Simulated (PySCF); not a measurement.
# Removing an electron from [(OH)3Hf]2O

[(OH)3Hf]2O (singlet state).
Cartesian coordinates in Å at the PBE0-D3(BJ)/def2-SVP level; atoms count from 1:
```xyz
15
H6Hf2O7 angstrom
Hf     0.6320    1.8241   -0.2617
O      1.8226    2.2899    1.1888
O     -0.9247    2.9695   -0.2426
O      1.5489    1.9583   -1.9586
O      0.0423   -0.0248   -0.0213
Hf    -0.6144   -1.8466    0.2499
O     -1.7869   -2.3085   -1.2162
O      0.9009   -3.0462    0.3026
O     -1.5823   -1.9050    1.9219
H      2.3664    2.5968    1.9086
H     -1.6459    3.5919   -0.2686
H      2.0531    2.1023   -2.7543
H     -2.3541   -2.6121   -1.9191
H      1.6011   -3.6864    0.3910
H     -2.0920   -1.9794    2.7237
```

Level: CAM-B3LYP/def2-SVPD (PySCF). Frontier orbitals with their largest atomic shares (Löwdin; up to four atoms above 4 %):

```
orbital  ε (eV)                          main atoms
 HOMO−3  -10.09  O4 29 %, O3 27 %, O2 27 %, Hf1 4 %
 HOMO−2  -10.09  O7 29 %, O8 28 %, O9 26 %, Hf6 4 %
 HOMO−1   -9.88                                   ?
   HOMO   -9.88                                   ?
   LUMO    0.29  Hf1 32 %, Hf6 32 %, O3 4 %, O9 4 %
 LUMO+1    0.72  Hf6 31 %, Hf1 31 %, O8 4 %, O9 4 %
 LUMO+2    1.07  Hf1 31 %, Hf6 30 %, O4 7 %, O9 6 %
```

Problem. What vertical ionisation energy does ΔSCF give, and how far is −ε(HOMO) from it?

Solution. ΔSCF: 10.46 eV (1009 kJ/mol; threshold wavelength 119 nm); ⟨S²⟩ of the doublet left behind is 0.768, against 0.75 for a pure doublet. −ε(HOMO) is 9.88 eV, 0.58 eV below it. For the exact functional −ε(HOMO) would equal the first vertical ionisation energy; CAM-B3LYP (range-separated hybrid) falls short of its own ΔSCF value by 6 %. Holes in the HOMO−1 and HOMO−2 were tried too where these lie within 1.2 eV of the HOMO; the lowest converged state counts.

Problem. On which atoms does the HOMO lie?

Solution. HOMO: O5 40 %, O4 14 %, O9 13 %, O8 11 %; HOMO−1: O5 40 %, O7 16 %, O2 16 %, O8 6 %. These 2 orbitals lie within 0.02 eV of one another. The HOMO−2 lies 0.21 eV lower.

Problem. What kinetic energy would electrons from this vertical process carry with He II light (40.814 eV)?

Solution. 40.81 − 10.46 = 30.35 eV.

Problem. What total energies stand behind the ΔSCF value?

Solution. E(N) = -626.16990 Eh and E(N − 1) = -625.78549 Eh at the same geometry, 0.38441 Eh apart.

Problem. How many of the 10 lowest singlet excitations (vertical TDDFT, same level) lie below the ionisation energy?

Solution. All 10; they run from 7.35 to 7.91 eV.

Isolated species at its PBE0-D3(BJ)/def2-SVP geometry, gas phase. Atoms past krypton carry effective core potentials; spin–orbit coupling is left out.
